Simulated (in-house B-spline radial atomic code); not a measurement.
**PBE hybrid excitations of Ga+**

Method: PBE hybrid with 0.8 exact exchange. Computed with a B-spline radial code for spherical atoms: linear response of the closed shell [Ar] 3d10 4s2 with the functional's adiabatic kernel; scalar-relativistic (spin-free one-electron X2C), finite nucleus, no spin-orbit coupling, no double excitations, S, P, D and F terms only; shells from n = 2 respond. Only terms of natural parity with L up to 3 were computed.

Command:
```bash
python run_td.py task.json out
```
Settings (radii: box in bohr, nucleus in fm):
```
Z                        31
electrons                30
configuration            [Ar] 3d10 4s2
hamiltonian              x2c
method                   pbeh
box_radius               41.61
exact_exchange_fraction  0.8
rms_radius               3.9973
intervals                75
```

Cost of the run: 2.6 s on 1 thread of Arm Neoverse N1 (shared host).

The lowest states, in the order of their Tamm-Dancoff energies; the method's threshold (minus the highest occupied level) is 19.151 eV. Labels give the largest channel, * marks a mixed state, and oscillator strengths are full-response dipole values. Measured ¹D terms are left out, since they can mix with doubly excited terms. Semilocal kernels can invert the small singlet-triplet splittings of Rydberg terms. Energies in eV:

| state | full response | Tamm-Dancoff | oscillator strength | measured (J-weighted term) |
| --- | --- | --- | --- | --- |
| 4s → 4p 3P | 4.847 | 5.229 | - | 5.987 |
| 4s → 4p 1P | 8.146 | 8.425 | 1.69 | 8.766 |
| 4s → 5s 3S | 12.172 | 12.186 | - | 12.764 |
| 4s → 5s 1S | 12.733 | 12.751 | - | 13.224 |
| 4s → 4d 3D | ? | ? | - | ? |
| 4s → 4d 1D | 13.733 | 13.740 | - | - |
| 4s → 5p 3P | 14.028 | 14.043 | - | 14.708 |
| 4s → 5p 1P | 14.315 | 14.349 | 0.00297 | - |
| 4s → 6s 3S | 15.677 | 15.680 | - | - |
| 4s → 6s 1S | ? | ? | - | - |

**Question.** Where does 4s → 4d 3D lie?

**Answer.** At 13.439 eV in full response, 13.448 eV in Tamm-Dancoff; measured 14.116 eV.

**Question.** Where does 4s → 6s 1S lie?

**Answer.** At 15.821 eV in full response, 15.827 eV in Tamm-Dancoff.

**Question.** How large is the singlet-triplet splitting of 4s → 4p (P terms) in Tamm-Dancoff?

**Answer.** 3.2 eV, from the unrounded values.

**Question.** What polarisabilities and dispersion coefficient does the method give?

**Answer.** Dipole 20.64 bohr³, quadrupole 83.21 bohr⁵, C6 109.2 hartree·bohr⁶ for two such species.
